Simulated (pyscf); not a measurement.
Single points on ωB97X-D3(BJ)/def2-SVP structures (PySCF, gas phase).

SMILES: O[Si](O)(O)OB(Cl)Cl
```xyz
11

O      2.0453     0.8483    -0.7573
Si     0.5695     0.6991    -0.0650
O      0.3923     1.7410     1.1844
O     -0.5820     0.9107    -1.2096
O      0.4461    -0.8784     0.5370
B     -0.4212    -1.4609     1.3598
Cl    -1.7249    -0.5290     2.1395
Cl    -0.3192    -3.1766     1.7138
H      2.8252     0.7311    -0.2061
H     -0.3844     1.6088     1.7414
H     -0.3691     0.6413    -2.1087
```
Charge 0, spin multiplicity 1.

Task: What is the homolytic dissociation enthalpy (298 K, ωB97M-D3(BJ)/def2-TZVP) of the B–O bond of `[OH][Si]([OH])([OH])[O][B]([Cl])[Cl]`, to •O–Si(OH)(OH)–OH + [Cl–B–Cl]•?

Result: B–O to •O–Si(OH)(OH)–OH + [Cl–B–Cl]•: 151.7 kcal/mol. The 7 functionals that were run give +142.0 (PBE) to +151.8 kcal/mol (M06-2X). The radicals are drawn with the spin at the cut bond; how far it spreads was not checked. Other isomers of •O–Si(OH)(OH)–OH were not searched in full and may lie lower.
